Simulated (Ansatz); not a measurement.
Input file for Ansatz (a program for electronic structure): R-BHLYP/def2-TZVPP on C2H8Ge (SMILES C[CH2][GeH3]).

Ansatz 0.2 input:
```yaml
crystal:
  periodic: [false, false, false]
  atoms:
    - {symbol: C, position_ang: [-1.41491036, 0.10965003, 0.30283981]}
    - {symbol: C, position_ang: [-0.27082528, -0.32656761, -0.61306314]}
    - {symbol: Ge, position_ang: [1.51139733, 0.10864045, 0.11236979]}
    - {symbol: H, position_ang: [-1.35083308, -0.37392911, 1.27994951]}
    - {symbol: H, position_ang: [-2.38696101, -0.14503182, -0.12619126]}
    - {symbol: H, position_ang: [-1.40302469, 1.18873560, 0.47056770]}
    - {symbol: H, position_ang: [-0.30345592, -1.40437084, -0.78593840]}
    - {symbol: H, position_ang: [-0.35534389, 0.15096438, -1.59154843]}
    - {symbol: H, position_ang: [2.62617937, -0.35300049, -0.84628737]}
    - {symbol: H, position_ang: [1.71010707, -0.58622762, 1.47465886]}
    - {symbol: H, position_ang: [1.63767046, 1.63113705, 0.32264291]}
basis:
  gaussian:
    orbitals: def2-TZVPP
hamiltonian:
  xc: {name: BHLYP}
scf: {lower_state_search: off}
```

Q: Give the final energy of this run.

A: -2157.9757 hartree.
